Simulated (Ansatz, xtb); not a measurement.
A geometry optimisation of GaH7O3Si2 with r2SCAN-D4/def2-SVP

The starting geometry of this gas-phase singlet was built from a drawn formula by distance geometry; its bonds are those of `O[SiH2][Si](O)(O)[GaH2]`.

```xyz
13

Ga   -2.1301   -0.5273    2.6255
O    -1.7758    0.8763   -1.1508
O     1.3806   -0.3684    1.9684
O    -0.2741   -1.9903    0.5359
Si   -0.7156    1.2271    0.0593
Si   -0.2368   -0.5023    1.3413
H    -2.6289    0.6454   -0.7814
H     0.6168    1.6946   -0.5139
H    -1.1427    2.3747    0.8961
H     1.9693   -0.4483    1.1753
H     0.0478   -2.6316    1.2163
H    -3.2835   -1.0444    1.5420
H    -2.9898   -0.5085    3.8441
```

Question: Where would you expect an optimisation with r2SCAN-D4/def2-SVP to take it?

Answer: It keeps its bonds, and is `O[SiH2][Si](O)(O)[GaH2]`.

The energy falls by 1.10 eV over 55 steps:

| step | E − E(last) (eV) |
| --- | --- |
| 1 | 1.097 |
| 7 | 0.180 |
| 13 | 0.162 |
| 19 | 0.111 |
| 25 | 0.045 |
| 31 | 0.009 |
| 37 | 0.002 |
| 43 | 0.001 |
| 49 | 0.000 |
| 55 | 0.000 |

Final geometry (Å):

```xyz
13

Ga   -2.2122   -0.6589    3.1188
O    -0.8200    0.5114   -1.7195
O     0.8151   -0.3705    2.2229
O    -0.6904   -1.6046    0.2050
Si   -0.7424    1.3661   -0.2830
Si   -0.6181   -0.3448    1.3434
H    -0.8097   -0.4446   -1.5449
H     0.4663    2.2531   -0.2455
H    -1.9357    2.2538   -0.1177
H     1.6116   -0.0613    1.7717
H    -0.7441   -2.5060    0.5498
H    -2.9089    0.5244    3.8767
H    -2.5742   -2.1209    3.5805
```

From the same start GFN2-xTB ends elsewhere, differing in Ga1–O3 (2.08 against 3.17 Å here).

The end wasn't checked by frequencies. Run with Ansatz 0.2.0, 5.2 min on 2 threads of Arm Neoverse V1 (shared host).
